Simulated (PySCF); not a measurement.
**Gas-phase thermal properties of HI**

Method: PySCF energies (xtb for GFN2) plus ideal-gas RRHO corrections (1 bar). The comparison is the NASA 1993 polynomial table, which mixes measured and estimated data. All species are closed-shell singlets. I: scalar-relativistic def2 core potential, no spin-orbit coupling. The harmonic model lacks anharmonicity and excited electronic states, which grow with temperature; levels with a mode under 35 cm⁻¹ are left out.

```json
[
 {"level": "table", "point group": "-", "σ": "-", "ZPE (kJ/mol)": "-", "S°298 (J/mol/K)": "206.6", "Cp298 (J/mol/K)": "29.2", "S°1000 (J/mol/K)": "243.4", "H1000 − H298 (kJ/mol)": "21.6"},
 {"level": "GFN2-xTB", "point group": "C∞v", "σ": "1", "ZPE (kJ/mol)": "14.2", "S°298 (J/mol/K)": "206.1", "Cp298 (J/mol/K)": "29.1", "S°1000 (J/mol/K)": "242.5", "H1000 − H298 (kJ/mol)": "21.4"},
 {"level": "PBE/def2-SVP", "point group": "C∞v", "σ": "1", "ZPE (kJ/mol)": "13.5", "S°298 (J/mol/K)": "206.7", "Cp298 (J/mol/K)": "29.1", "S°1000 (J/mol/K)": "243.3", "H1000 − H298 (kJ/mol)": "21.5"},
 {"level": "PBE0/def2-TZVP", "point group": "C∞v", "σ": "1", "ZPE (kJ/mol)": "14.0", "S°298 (J/mol/K)": "206.5", "Cp298 (J/mol/K)": "29.1", "S°1000 (J/mol/K)": "243.0", "H1000 − H298 (kJ/mol)": "21.4"}
]
```
σ: rotational symmetry number. Electronic degeneracy used: 1. Frequencies are unscaled.
